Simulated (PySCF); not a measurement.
Compound: C3H5ClGeO.
Numbering: `[O:1]=[C:2]=[CH:3][C@@H:4]([Cl:5])[GeH3:6]` (hydrogens: H7 on C3; H8 on C4; H9, H10, H11 on Ge6)

Geometry (PBE0-D3(BJ)/def2-SVP, Å), atoms numbered from 1 in this order:
```xyz
11
C3H5ClGeO angstrom
O     -2.8643    0.5840   -0.7375
C     -2.0617   -0.2508   -0.6902
C     -1.1181   -1.1752   -0.6387
C     -0.2386   -1.3380    0.5491
Cl    -0.6996   -2.7928    1.5485
Ge     1.6579   -1.5643    0.0390
H     -1.0581   -1.8644   -1.4860
H     -0.3305   -0.4775    1.2261
H      1.7294   -2.7529   -0.9331
H      2.1356   -0.2785   -0.6632
H      2.5003   -1.8363    1.2937
```

Computed with PBE0-D3(BJ)/def2-SVP geometry optimisation, gas phase (PySCF).

Masses are those of the commonest isotopes; rigid-rotor values at the optimised geometry. The values belong to one conformer with, in the numbering `[O:1]=[C:2]=[CH:3][C@@H:4]([Cl:5])[GeH3:6]`, C2–C3–C4–Cl5 105°.

What are A, B and C (MHz)?

Ia = 212.90, Ib = 492.19, Ic = 676.24 u·Å²; 505379 MHz·u·Å²/I gives A = 2374, B = 1027, C = 747.3 MHz.

Classify the top.

An asymmetric top; Ray's κ = -0.656.

Is it planar, by Δ = Ic − Ia − Ib?

Not planar: Δ = Ic − Ia − Ib = -28.85 u·Å². For a rigid frame Δ = −2 Σ m c², so Σ m c² = 14.43 u·Å² lies off the ab plane: 7.76 from hydrogen and 6.67 from heavier atoms. The atom farthest from that plane is 1.66 Å away.

Where do the levels up to J = 5 lie, in K?

Above 0(0,0), as E/k:
J = 1: 1(0,1) 0.085, 1(1,1) 0.150, 1(1,0) 0.163
J = 2: 2(0,2) 0.254, 2(1,2) 0.307, 2(1,1) 0.347, 2(2,1) 0.541, 2(2,0) 0.543
J = 3: 3(0,3) 0.502, 3(1,3) 0.541, 3(1,2) 0.621, 3(2,2) 0.796, 3(2,1) 0.805, 3(3,1) 1.154, 3(3,0) 1.154
J = 4: 4(0,4) 0.825, 4(1,4) 0.851, 4(1,3) 0.984, 4(2,3) 1.135, 4(2,2) 1.161, 4(3,2) 1.498, 4(3,1) 1.499, 4(4,1) 1.995, 4(4,0) 1.995
J = 5: 5(0,5) 1.221, 5(1,5) 1.237, 5(1,4) 1.434, 5(2,4) 1.557, 5(2,3) 1.613, 5(3,3) 1.929, 5(3,2) 1.933, 5(4,2) 2.424, 5(4,1) 2.425, 5(5,1) 3.063, 5(5,0) 3.063
Those of J = 1 are B + C, A + C and A + B.

Which lines would a microwave search look for?

The dipole components are |μa| = 0.51 D, |μb| = 1.35 D, |μc| = 0.15 D. Intensities carry the squares of the components, which stand as 0.14 : 1.00 : 0.01 (a : b : c). Some of the stronger lines:

```
type  branch         J(Ka,Kc)   MHz  lower level (cm⁻¹)
   a       Q  2(1,1) ← 2(1,2)   838               0.213
   b       Q  1(1,0) ← 1(0,1)  1626               0.059
   a       R  1(0,1) ← 0(0,0)  1774               0.000
   b       R  2(0,2) ← 1(1,1)  2162               0.104
   b       R  1(1,1) ← 0(0,0)  3121               0.000
   a       R  2(0,2) ← 1(0,1)  3509               0.059
   a       R  2(1,1) ← 1(1,0)  3828               0.113
   b       Q  2(2,0) ← 2(1,1)  4080               0.241
   b       R  2(1,2) ← 1(0,1)  4616               0.059
   b       Q  2(2,1) ← 2(1,2)  4879               0.213
   b       R  2(2,0) ← 1(1,1)  8187               0.104
```

Estimate the classical rotational partition function at 10 K, 25 K and 100 K.

Point group C1, symmetry number σ = 1; q = (√π/σ)·√((kT/h)³/(ABC)), k/h = 20836.6 MHz/K: 3950 at 10 K, 15600 at 25 K, 125000 at 100 K.

No PBE0-D3(BJ)/def2-SVP frequencies stand behind this structure, so it isn't proved a minimum. Constants of a rigid frame at the computed geometry: no zero-point averaging, no centrifugal distortion. A rigid rotor knows nothing of internal rotation, which can split or shift real lines. Quadrupole hyperfine structure (35Cl) is left out.

Time: 2.1 min; peak memory 0.50 GiB. Hardware: an Arm Neoverse V1 with one thread, shared host. These figures are those of the optimisation.
